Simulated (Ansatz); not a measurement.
BClH₄N₂, SMILES `NB(N)Cl`, charge 0, multiplicity 1.

Q: Give a relaxed structure at PBE0-D4/def2-TZVP (Ansatz). (An estimate is asked.)

A: Computed: 
Z-matrix (Å, degrees):
```
N
B 1 1.404
H 1 1.003 2 121.8
H 1 1.004 2 123.7 3 -180.0
N 2 1.404 1 124.6 3 -180.0
Cl 2 1.790 1 117.7 3 -0.0
H 5 1.003 2 121.8 1 -180.0
H 5 1.004 2 123.7 1 -0.0
```
Point group C2v.
